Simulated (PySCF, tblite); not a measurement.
C8H8O2S.
Atom-mapped SMILES: `[CH2:1]=[CH:2][S:3](=[O:4])(=[O:5])[c:6]1[cH:7][cH:8][cH:9][cH:10][cH:11]1` (hydrogens: H12, H13 on C1; H14 on C2; H15 on C7; H16 on C8; H17 on C9; H18 on C10; H19 on C11)

The geometry is computed with GFN2-xTB (gas phase).

Question: What internal coordinates does the optimisation give?

Answer: 
```
           bond  length (Å)     order
          C1=C2       1.313    double
          C2–S3       1.801    single
   S3=O4, S3=O5       1.439    double
          S3–C6       1.796    single
  C6–C7, C6–C11       1.381  aromatic
 C7–C8, C10–C11       1.385  aromatic
  C8–C9, C9–C10       1.386  aromatic
         C1–H12       1.078    single
         C1–H13       1.078    single
         C2–H14       1.076    single
C7–H15, C11–H19       1.079    single
C8–H16, C10–H18       1.079    single
         C9–H17       1.080    single
```

Bonds in one row agree within 0.01 Å and their mean is given. Orders are formal, as drawn. A selection of angles:
```
    angle  degrees
 C1–C2–S3    119.9
 C2–S3–O4    108.6
 C2–S3–O5    108.1
 C2–S3–C6    102.3
 O4–S3–O5    118.6
 O4–S3–C6    109.1
 S3–C6–C7    119.0
C7–C6–C11    121.6
 C6–C7–C8    119.1
 C7–C8–C9    119.8
C8–C9–C10    120.5
```

Dihedral angles: C1–C2–S3–O4 4° (synperiplanar); C2–S3–C6–C7 89° (synclinal). The mirror-image conformer, all signs reversed, is as good.

Of the pairs four or more bonds apart, O4···H12 is among the closest relative to their van der Waals radii: 2.46 Å, 91 % of the sum of Bondi's values. The 7 C–C bonds span 1.313 Å (C1=C2, drawn double) to 1.387 Å (C8–C9, aromatic), a spread of 0.074 Å. The 6-membered ring C6–C7–C8–C9–C10–C11 has internal angles of 119.1° to 121.6° (sum 720°, against 720° for a flat polygon); it is planar, 0.00 Å rms from its mean plane, widest ring torsion 0°. S3 (sulfonyl sulfur) is distorted tetrahedral (angles from 102.3° to 118.6°).

Point group: C1 (no symmetry element, even within 0.4 Å). Its GFN2-xTB frequencies are all real (lowest 24 cm⁻¹). The numbers are those of one conformer. 2 starts were optimised and ended at 0.00 and 0.07 kcal/mol (GFN2-xTB); the lowest of these is shown.
